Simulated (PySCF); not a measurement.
## Dipole response of Hf (hafnium, neutral)

[Xe] 4f14 5d2 6s2, high-spin 3F determinant. Calculation: PySCF 2.14, in def2-QZVPPD with the def2 core potential (60 electrons); a scalar-relativistic core potential. Coupled (time-dependent) response in atomic units; α is the mean over directions.

| method | mean α (bohr³) | C₆ (like pair) | S(−4) |
| --- | --- | --- | --- |
| UHF | 122.1 | 1735 | 7271 |
| PBE | 99.15 | 1300 | 4783 |
| PBE0 | 102.2 | 1366 | 4657 |

S(−4) is the Cauchy moment in α(ω) = α(0) + S(−4) ω² + …

Reference α: 103 ± 6 bohr³ (recommended; Schwerdtfeger and Nagle, table of static dipole polarizabilities (2023 update)). Published C₆: 1040 (Gould and Bucko (2016)).

Spin-orbit coupling is absent.

Hartree-Fock lies above the reference because it lacks correlation, which contracts the outer shell.

α(iu) at UHF:

```tsv
u (hartree)	α(iu) (bohr³)
0	122.1
0.0500	107.9
0.100	82.44
0.200	45.66
0.300	28.43
0.500	14.79
0.750	8.662
1.00	5.894
1.50	3.355
2.00	2.187
3.00	1.135
5.00	0.4579
```

A single London oscillator, α(iu) = α/(1 + u²/ω²), gives C₆ = (3/4) ω α². Matching the computed C₆ needs ω = 4 × 1735 / (3 × 122.1²) = 0.155 hartree.

Energies and moments cover only the electrons outside the core potential. Spin-orbit coupling, absent here, splits the open shell strongly.
